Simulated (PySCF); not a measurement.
Job file and geometry (Å, from GFN2-xTB) of an NMR shielding run on `ClB(Cl)C=C1C[SiH2]C1`, C4H7BCl2Si, PySCF, GIAO PBE0/pcSseg-1 NMR shielding, non-relativistic, gas phase; density fitting, a coarse starting grid and PySCF grid level 2 are the driver's defaults:

```
$ OMP_NUM_THREADS=1 python probes_run.py task.json out

{"job": {"kind": "nmr", "xc": "PBE0", "basis": "pcSseg-1"}, "charge": 0, "multiplicity": 1}
Cl    -2.505452     2.005436     0.289592
B     -2.630365     0.289340     0.131448
Cl    -4.228754    -0.383755     0.148744
C     -1.418653    -0.634616    -0.019384
C     -0.123284    -0.284333    -0.051519
C      0.515155     1.071644     0.047539
Si     2.258064     0.291111    -0.115204
C      1.059077    -1.203710    -0.200507
H     -1.621766    -1.697475    -0.111596
H      0.273109     1.573044     0.983327
H      0.186699     1.740123    -0.746794
H      2.988068     0.590525    -1.344895
H      3.108490     0.355276     1.071081
H      1.111047    -1.936801     0.603438
H      1.024151    -1.767817    -1.131667
```

**Question.** What does the program print?

**Answer.** 
```
coarse grid: 14648 points
cycle   1  E = -1390.6147069628  dE =  1.043e+00  |g| = 4.571e-01  |ddm| = 3.682e+00
cycle   2  E = -1390.6044455792  dE =  1.026e-02  |g| = 5.051e-01  |ddm| = 9.122e-01
cycle   3  E = -1390.6703645209  dE = -6.592e-02  |g| = 5.585e-02  |ddm| = 5.095e-01
cycle   4  E = -1390.6707822661  dE = -4.177e-04  |g| = 4.399e-02  |ddm| = 1.070e-01
cycle   5  E = -1390.6712663043  dE = -4.840e-04  |g| = 9.338e-03  |ddm| = 4.163e-02
cycle   6  E = -1390.6712864414  dE = -2.014e-05  |g| = 1.737e-03  |ddm| = 1.026e-02
cycle   7  E = -1390.6712869156  dE = -4.742e-07  |g| = 7.808e-04  |ddm| = 2.639e-03
final grid: 129064 points
cycle   8  E = -1390.7134520139  dE = -3.865e-05  |g| = 7.024e-03  |ddm| = 3.375e-02
cycle   9  E = -1390.7134440202  dE =  7.994e-06  |g| = 8.437e-03  |ddm| = 1.537e-02
cycle  10  E = -1390.7134625293  dE = -1.851e-05  |g| = 1.789e-03  |ddm| = 1.006e-02
cycle  11  E = -1390.7134632624  dE = -7.332e-07  |g| = 5.399e-04  |ddm| = 1.985e-03
cycle  12  E = -1390.7134633338  dE = -7.139e-08  |g| = 8.273e-05  |ddm| = 4.856e-04
cycle  13  E = -1390.7134633353  dE = -1.490e-09  |g| = 2.732e-05  |ddm| = 1.164e-04
cycle  14  E = -1390.7134633355  dE = -1.928e-10  |g| = 7.748e-06  |ddm| = 3.269e-05
converged SCF energy = -1390.7134633355

GIAO shielding tensors (ppm)
atom      isotropic    diamagn.    paramagn.     s11        s22        s33       span
  0 Cl     700.592    1148.441    -447.849    470.160    704.673    926.945    456.785
  1 B       50.097     191.048    -140.951     20.974     41.637     87.679     66.705
  2 Cl     694.147    1145.981    -451.834    449.552    773.458    859.431    409.879
  3 C       53.002     253.999    -200.997    -50.116     66.283    142.838    192.954
  4 C       -6.046     261.751    -267.797   -118.377    -38.757    138.996    257.373
  5 C      159.577     251.409     -91.832    149.835    150.411    178.486     28.651
  6 Si     395.019     879.624    -484.606    352.117    414.262    418.677     66.560
  7 C      160.225     252.532     -92.307    139.019    150.508    191.147     52.127
  8 H       25.302      32.266      -6.965     21.968     23.054     30.884      8.917
  9 H       28.824      30.835      -2.011     23.812     29.887     32.774      8.962
 10 H       28.823      30.801      -1.978     23.812     29.886     32.772      8.961
 11 H       26.978      28.721      -1.744     24.270     24.783     31.880      7.609
 12 H       26.978      28.725      -1.747     24.271     24.785     31.878      7.607
 13 H       29.097      30.423      -1.326     25.281     27.795     34.215      8.934
 14 H       29.096      30.379      -1.283     25.281     27.793     34.213      8.932
```

Size and cost of the density-fitted run: 192 basis functions, 59 s wall time on 1 thread of an Arm Neoverse N1, shared host; peak memory 0.85 GiB.
